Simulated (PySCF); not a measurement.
GaHCl₂, SMILES [Cl][GaH][Cl]. Geometry: ωB97X-D3(BJ)/def2-TZVP.

Level of theory: PySCF 2.14.0 with ωB97X-D3(BJ)/def2-TZVP.

Harmonic wavenumbers (cm⁻¹): 137, 426, 455, 456, 619, 2101. Rotational constants (GHz): 10.03, 2.223, 1.820; symmetry number 2.

Question: Work out the zero-point energy and the ideal-gas rigid-rotor harmonic-oscillator thermochemistry at 298.15 K and 1 atm.

Answer: ZPE = ½ Σ hcν = ½ × 4193 cm⁻¹ = 25.08 kJ/mol. H − E(el) = 39.25 kJ/mol. Entropy in J/(mol K): translation 170.52, rotation 105.00, vibration 23.85, total 299.37. G − E(el) = -50.01 kJ/mol. Cp = 62.67 J/(mol K). Modes under 150 cm⁻¹ make the vibrational entropy uncertain.
